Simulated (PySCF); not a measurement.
## Excitation energy of Co⁺ by level of theory

Co⁺ [Ar] 3d8 (3F) → Co⁺ [Ar] 3d7 4s1 (5F), as a difference of total energies. Calculation: PySCF 2.14, in aug-cc-pVDZ; no relativity, point nucleus. Correlated levels: valence: [Ar] frozen. The calculations carry no spin-orbit coupling.

| method | excitation energy (eV) |
| --- | --- |
| UHF | -1.127 |
| LDA | 0.915 |
| PBE | 0.777 |
| PBE0 | 0.485 |
| r2SCAN | 0.484 |
| B3LYP | 0.588 |
| B2PLYP | 0.590 |
| PBEsol | 0.802 |
| MN15 | 1.358 |
| MP2 (valence) | 0.743 |
| SCS-MP2 (valence) | 0.803 |

Q: How much does correlation contribute at MP2 (valence)?

A: 0.743 − (-1.127) = 1.870 eV, measured against UHF.

These non-relativistic numbers lack the scalar-relativistic shift.

Errors of the correlated levels include the incompleteness of this basis and the frozen core.

For comparison: 0.429 eV (measured; NIST levels, between the centres of gravity of the two terms).
